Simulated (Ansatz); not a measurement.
Compare A (`CC(=O)CC(C)=O`) with its isomer B (`O=C1CCCCO1`).

Isolated molecules relaxed with PBE0-D4/def2-TZVP in Ansatz; ΔE leaves out vibrations. CBS: MP2 limit from def2 TZ/QZ plus the TZ coupled-cluster correction, frozen cores. Functionals use def2-TZVPP. B3LYP here is the variant with VWN-RPA as its local correlation; programs differ in this. Each species was taken in one conformer, which may not be the lowest.

**Question.** Which is lower in electronic energy at CCSD(T)/CBS, and by how much? (Best estimate.)

**Answer.** Ansatz gave: B, by 27.9 kJ/mol.

**Question.** Give E(B) − E(A) in kJ/mol with ωB97M-V, CCSD(T)/def2-TZVPP, B3LYP, PBE0-D4, LDA (SPW92), CCSD/def2-TZVPP, MP2/def2-TZVPP. (Estimate.)

**Answer.** The calculation gave: ωB97M-V -29.1, CCSD(T)/def2-TZVPP -26.8, B3LYP -14.1, PBE0-D4 -38.5, LDA (SPW92) -61.4, CCSD/def2-TZVPP -28.2, MP2/def2-TZVPP -30.7. None reverses the order clearly.

**Question.** Does the order hold for the free energy at 298.15 K (harmonic terms from PBE0-D4)? (Best estimate.)

**Answer.** The calculation gave: Yes: G(B) − G(A) = -6.3 kJ/mol, for one conformer each. Modes under 60 cm⁻¹, often nearly free rotors, make the harmonic entropy too high.

Largest T1 diagnostic: 0.015.

At CCSD(T), def2-SVP lies +4.6 kJ/mol from the extrapolated value and def2-TZVPP +1.1 kJ/mol. From PBE to PBE0 (25 % exact exchange), in def2-TZVPP and without D4, E(B) − E(A) moves by −14.1 kJ/mol.
